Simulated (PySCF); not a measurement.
## `CC#CB(C)C(C)C`, C₇H₁₃B

Geometry:
```
atom   x (Å)   y (Å)   z (Å)
  C1   3.361   0.371   1.314
  C2   2.155   0.179   0.541
  C3   1.148   0.019  -0.109
  B4  -0.102  -0.180  -0.914
  C5  -0.022  -0.488  -2.460
  C6  -1.519  -0.077  -0.181
  C7  -1.635  -1.139   0.921
  C8  -1.711   1.315   0.435
  H9   3.453  -0.424   2.054
 H10   4.238   0.356   0.666
 H11   3.320   1.327   1.835
 H12  -0.512  -1.435  -2.684
 H13  -0.565   0.269  -3.025
 H14   0.990  -0.536  -2.855
 H15  -2.343  -0.243  -0.885
 H16  -0.843  -1.011   1.655
 H17  -2.595  -1.060   1.430
 H18  -1.552  -2.139   0.500
 H19  -1.680   2.083  -0.336
 H20  -2.671   1.380   0.945
 H21  -0.922   1.523   1.154
```

Computed with GIAO OPBE/3-21G magnetisability, rotational g tensor and spin-rotation constants, non-relativistic, gas phase (PySCF 2.14.0). Geometry: GFN2-xTB.

Question: Give the nuclear spin-rotation constants along the inertial axes (H = +C I·J) beside the isotropic shieldings.

Answer: Rotational constants 2.4465, 1.1496, 0.9480 GHz. A star marks the isotopologue with that one atom substituted, in its own axes.
```tsv
atom	isotope	Caa (kHz)	Cbb (kHz)	Ccc (kHz)	mean (kHz)	σ (ppm)
B4	11B	0.972	0.362	0.105	0.480	61.6
H9	1H	-0.274	-0.097	-0.017	-0.129	30.8
H10	1H	-0.145	-0.044	-0.106	-0.098	30.8
H11	1H	-0.280	-0.073	-0.034	-0.129	30.8
H12	1H	-0.200	-0.120	-0.038	-0.119	32.1
H13	1H	-0.200	-0.120	-0.038	-0.119	32.1
H14	1H	-0.069	-0.071	-0.117	-0.086	31.8
H15	1H	0.038	-0.107	-0.115	-0.061	31.1
H16	1H	-0.039	-0.092	-0.111	-0.081	31.8
H17	1H	-0.115	-0.060	-0.112	-0.096	32.0
H18	1H	-0.285	-0.086	-0.027	-0.133	32.1
H19	1H	-0.285	-0.087	-0.026	-0.133	32.1
H20	1H	-0.115	-0.060	-0.112	-0.095	32.0
H21	1H	-0.040	-0.092	-0.111	-0.081	31.8
C1	13C*	0.214	0.110	0.091	0.139	197.9
C2	13C*	0.460	0.330	0.268	0.353	94.0
C3	13C*	0.152	0.309	0.285	0.249	123.1
C5	13C*	0.313	0.110	0.081	0.168	192.6
C6	13C*	0.307	0.148	0.104	0.186	181.0
C7	13C*	0.274	0.131	0.096	0.167	188.7
```
For the geometry as given, no vibrational averaging.
